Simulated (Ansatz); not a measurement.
One geometry of `CCC(CC(C)c1ccc(Cl)cc1)c1ccc(Cl)cc1` with charge -1, several levels of theory.

```yaml
crystal:
  periodic: [false, false, false]
  atoms:
    - {symbol: C, position_ang: [4.072631, -0.367395, -0.549737]}
    - {symbol: C, position_ang: [2.677079, -0.950635, -0.730274]}
    - {symbol: C, position_ang: [1.604216, -0.269735, 0.141964]}
    - {symbol: C, position_ang: [0.261012, -1.006932, -0.017535]}
    - {symbol: C, position_ang: [-0.920202, -0.405282, 0.762446]}
    - {symbol: C, position_ang: [-0.679228, -0.423466, 2.275525]}
    - {symbol: C, position_ang: [-2.213699, -1.096973, 0.370134]}
    - {symbol: C, position_ang: [-3.156485, -0.415425, -0.412542]}
    - {symbol: C, position_ang: [-4.357183, -1.056370, -0.835214]}
    - {symbol: C, position_ang: [-4.567307, -2.377420, -0.443868]}
    - {symbol: Cl, position_ang: [-6.054545, -3.189292, -0.958151]}
    - {symbol: C, position_ang: [-3.656238, -3.088779, 0.336425]}
    - {symbol: C, position_ang: [-2.462042, -2.428624, 0.742882]}
    - {symbol: C, position_ang: [1.494668, 1.210986, -0.157110]}
    - {symbol: C, position_ang: [1.865500, 2.157636, 0.793722]}
    - {symbol: C, position_ang: [1.798169, 3.553646, 0.541761]}
    - {symbol: C, position_ang: [1.327907, 3.953981, -0.728579]}
    - {symbol: Cl, position_ang: [1.234504, 5.685645, -1.080688]}
    - {symbol: C, position_ang: [0.943470, 3.045560, -1.700419]}
    - {symbol: C, position_ang: [1.021417, 1.654087, -1.426923]}
    - {symbol: H, position_ang: [4.402347, -0.444833, 0.501027]}
    - {symbol: H, position_ang: [4.086307, 0.700854, -0.818010]}
    - {symbol: H, position_ang: [4.815576, -0.890616, -1.174807]}
    - {symbol: H, position_ang: [2.373693, -0.864944, -1.790160]}
    - {symbol: H, position_ang: [2.685476, -2.033217, -0.500290]}
    - {symbol: H, position_ang: [1.932841, -0.369108, 1.195009]}
    - {symbol: H, position_ang: [0.392205, -2.064931, 0.280588]}
    - {symbol: H, position_ang: [-0.012694, -1.025584, -1.087856]}
    - {symbol: H, position_ang: [-1.006345, 0.650665, 0.450150]}
    - {symbol: H, position_ang: [-0.467517, -1.443599, 2.640447]}
    - {symbol: H, position_ang: [0.174429, 0.218069, 2.545684]}
    - {symbol: H, position_ang: [-1.565685, -0.052262, 2.814387]}
    - {symbol: H, position_ang: [-2.959545, 0.619518, -0.710427]}
    - {symbol: H, position_ang: [-5.099187, -0.536293, -1.444477]}
    - {symbol: H, position_ang: [-3.862857, -4.123247, 0.618954]}
    - {symbol: H, position_ang: [-1.735434, -2.973066, 1.354419]}
    - {symbol: H, position_ang: [2.228479, 1.811315, 1.769727]}
    - {symbol: H, position_ang: [2.091555, 4.292543, 1.288684]}
    - {symbol: H, position_ang: [0.582014, 3.408088, -2.666691]}
    - {symbol: H, position_ang: [0.710723, 0.935406, -2.190158]}
basis:
  gaussian: {orbitals: def2-TZVP, fitting: {mean_field: def2-universal-jkfit}, initial_orbitals: start.molden}
total_charge: -1
magnetization: {spin_polarized: true, initial_magnetization: 1}
hamiltonian: {xc: pbe, dispersion: d4}
scf: {omitted_lower_state_checks: [starts]}
output: {orbitals: {seedname: orbitals}}
```

The file start.molden holds the orbitals of an earlier run on this structure, at another level or in another basis.

```sh
$ ansatz run in.yaml --threads 2 --pin off --events-out ev --progress --plain --max-ram 31744MiB --backend cuda --devices 0, --max-vram 18GiB
```

It prints (some lines left out):

```
Functional definition: PBE
1966 factors; integrals over basis functions are off by at most 3.4e-1 eV
mean field evaluation 1: about -44009.6503 eV, gradient 1.4e1 eV
mean field evaluation 2: about -44010.0207 eV, gradient 4.0e-1 eV
mean field evaluation 4: about -44010.0148 eV, gradient 6.6e-3 eV
mean field evaluation 8: about -44010.0148 eV, gradient 6.2e-5 eV
mean field -44010.01476560 eV, -1617.3382115764 hartree, gradient 1.1e-5 eV, S^2 0.752694; 0 other end points of the search recorded, 0 dependent functions left out
reference -44010.01485146 eV, -1617.3382147317 hartree; 82, 81 occupied and 670, 671 virtual orbitals, 1966 factors
Total energy: -44011.54107160 eV, -1617.3943022874 hartree
Checks for a lower state left out: starts
```

It took 11 s on 2 threads of AMD EPYC 7R13 on a shared host and a share (18 GiB) of an NVIDIA H100 80GB HBM3, peak host memory 1.4 GiB.

As the first input, with `hamiltonian: {xc: pbe0, dispersion: d4}` (abridged; 7 s):

```
Functional definition: PBE0
mean field -44014.00311070 eV, -1617.4847805554 hartree, gradient 1.9e-5 eV, S^2 0.756637
Total energy: -44015.32476029 eV, -1617.5333502818 hartree
Checks for a lower state left out: starts
```

Geometry: r2SCAN-D4/def2-SVP.

Single mean-field runs in def2-TZVP are fitted with def2-universal-jkfit. At PBE-D4/def2-TZVP, PBE0-D4/def2-TZVP the highest occupied level of the relaxed charge -1 doublet lies above zero (up to 1.78 eV). Energy differences put its binding near zero (-0.07 eV; each at its own geometry, against the charge 0 singlet, at PBE-D4/def2-TZVP), which leaves it undecided. At PBE-D4/def2-TZVP the gap within one spin of the relaxed charge -1 doublet nearly closes, so an electron or hole may be smeared out by delocalisation error.
